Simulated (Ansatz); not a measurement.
Frontier orbitals of Ga$_{2}$H$_{6}$N$_{2}$ (`[NH2][Ga]([NH2])[GaH2]`).

```xyz
10

N    -0.1179    1.1496    1.5490
Ga    0.0244    0.1796    0.0071
N     0.4379    1.1910   -1.4575
Ga   -0.3079   -2.2508   -0.0880
H     0.1034    2.1292    1.6157
H    -0.2285    0.7357    2.4579
H     0.4431    0.8334   -2.3965
H     0.4886    2.1960   -1.4466
H     0.8824   -3.2688    0.0989
H    -1.7255   -2.8949   -0.3400
```

Charge 0, multiplicity 1. Correlated methods include outer-core shells of Ga, which these sets cover unevenly. Scalar relativity is left out up to krypton. The geometry is a stationary point of PBE0-D4/def2-TZVP. It is one conformer, not always the lowest. Basis def2-TZVPP, Ansatz.

```
functional  HOMO (eV)  LUMO (eV)
    r2SCAN      -5.57      -2.58
```

**Question.** Give HOMO and LUMO (eV) with LDA (SPW92), PBE, revPBE, BLYP, B97M-V, PBE0, B3LYP, r2SCANh, r2SCAN0, HSE06 (plane-wave form), BHLYP, CAM-B3LYP, LC-ωPBE, ωB97X-V, ωB97M-V, HF. (Best estimate.)

**Answer.** Computed: 
```
             functional   HOMO   LUMO
            LDA (SPW92)  -5.47  -3.05
                    PBE  -5.29  -2.80
                 revPBE  -5.22  -2.67
                   BLYP  -5.16  -2.73
                 B97M-V  -5.62  -2.78
                   PBE0  -6.66  -2.02
                  B3LYP  -6.41  -2.28
                r2SCANh  -6.09  -2.31
                r2SCAN0  -6.86  -1.91
HSE06 (plane-wave form)  -6.25  -2.39
                  BHLYP  -7.93  -1.29
              CAM-B3LYP  -8.07  -1.12
                LC-ωPBE  -9.50   0.07
                ωB97X-V  -9.10  -0.11
                ωB97M-V  -9.00  -0.34
                     HF  -9.62   0.70
```

B3LYP here is the variant with VWN-RPA as its local correlation; programs differ in this. LC-ωPBE has ω = 0.4 bohr⁻¹.
